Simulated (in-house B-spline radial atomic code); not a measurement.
Checks on a self-consistent run for Tm⁵⁺, [Kr] 4d10 4f11 5s2 5p4 7s1. Computed with a B-spline radial code for spherical atoms: Dirac-Hartree-Fock, average of configuration, Fermi nucleus of rms radius 5.2256 fm.

```json
{"orbital": "1s1/2", "q": "2", "ε (Eh)": "-2198.91709", "<1/r>": "79.0657", "<r²>": "0.000548422", "small-component weight": "0.066858"}
{"orbital": "2s1/2", "q": "2", "ε (Eh)": "-378.29360", "<1/r>": "19.0698", "<r²>": "0.00844611", "small-component weight": "0.014992"}
{"orbital": "2p1/2", "q": "2", "ε (Eh)": "-359.86572", "<1/r>": "18.9985", "<r²>": "0.00610441", "small-component weight": "0.015003"}
{"orbital": "2p3/2", "q": "4", "ε (Eh)": "-323.76092", "<1/r>": "16.4109", "<r²>": "0.00731481", "small-component weight": "0.013745"}
{"orbital": "3s1/2", "q": "2", "ε (Eh)": "-89.55580", "<1/r>": "7.00059", "<r²>": "0.0554054", "small-component weight": "0.0048723"}
{"orbital": "3p1/2", "q": "2", "ε (Eh)": "-81.46230", "<1/r>": "6.9022", "<r²>": "0.0513627", "small-component weight": "0.0047982"}
{"orbital": "3p3/2", "q": "4", "ε (Eh)": "-73.70543", "<1/r>": "6.24407", "<r²>": "0.058055", "small-component weight": "0.0044488"}
{"orbital": "3d3/2", "q": "4", "ε (Eh)": "-60.09637", "<1/r>": "6.11281", "<r²>": "0.0457429", "small-component weight": "0.0043058"}
{"orbital": "3d5/2", "q": "6", "ε (Eh)": "-58.42075", "<1/r>": "5.95252", "<r²>": "0.0475998", "small-component weight": "0.0042053"}
{"orbital": "4s1/2", "q": "2", "ε (Eh)": "-21.19945", "<1/r>": "2.90794", "<r²>": "0.278972", "small-component weight": "0.001544"}
{"orbital": "4p1/2", "q": "2", "ε (Eh)": "-17.88302", "<1/r>": "2.79402", "<r²>": "0.292092", "small-component weight": "0.0014568"}
{"orbital": "4p3/2", "q": "4", "ε (Eh)": "-16.10742", "<1/r>": "2.57976", "<r²>": "0.327046", "small-component weight": "0.0013391"}
{"orbital": "4d3/2", "q": "4", "ε (Eh)": "-10.63045", "<1/r>": "2.36022", "<r²>": "0.3659", "small-component weight": "0.001157"}
{"orbital": "4d5/2", "q": "6", "ε (Eh)": "-10.30003", "<1/r>": "2.30491", "<r²>": "0.379915", "small-component weight": "0.0011217"}
{"orbital": "4f5/2", "q": "4.7143", "ε (Eh)": "-3.66441", "<1/r>": "1.85238", "<r²>": "0.568408", "small-component weight": "0.0007636"}
{"orbital": "4f7/2", "q": "6.2857", "ε (Eh)": "-3.61247", "<1/r>": "1.83022", "<r²>": "0.582481", "small-component weight": "0.00074931"}
{"orbital": "5s1/2", "q": "2", "ε (Eh)": "-5.05493", "<1/r>": "1.13587", "<r²>": "1.5304", "small-component weight": "0.00034274"}
{"orbital": "5p1/2", "q": "1.3333", "ε (Eh)": "-4.04442", "<1/r>": "1.03847", "<r²>": "1.80294", "small-component weight": "0.00029537"}
{"orbital": "5p3/2", "q": "2.6667", "ε (Eh)": "-3.76372", "<1/r>": "0.970374", "<r²>": "2.01043", "small-component weight": "0.00026735"}
{"orbital": "7s1/2", "q": "1", "ε (Eh)": "-1.03392", "<1/r>": "0.297628", "<r²>": "21.6934", "small-component weight": "4.3342e-05"}
```

Electron-electron repulsion V_ee = 4855.6009 hartree.

Problem. What total energy follows from the eigenvalues?

Solution. The eigenvalues count the repulsion twice, so E = Σqε - V_ee = -8710.436 - 4855.601 = -13566.037 hartree; the run printed -13566.037.

Problem. Does the Dirac virial theorem hold?

Solution. For a point nucleus E = -2c²Σq·w, with w the small-component weight. Here Σq·w = 0.36114 and c = 137.0360, so the ratio E/(-2c²Σq·w) is 1.000186; the finite nucleus accounts for the departure from 1.

Problem. What diamagnetic shielding (Lamb formula) and susceptibility (Langevin formula) do the radii give?

Solution. σ = (α²/3)Σq<1/r> = 484.632/(3·137.036²) = 8602.4 ppm, and χ = -0.79199×10⁻⁶·Σq<r²> = -36.45×10⁻⁶ cm³/mol with Σq<r²> = 46.027 bohr². Both are non-relativistic formulas without the paramagnetism of open shells; for so heavy an element the full relativistic shielding is larger by tens of per cent.
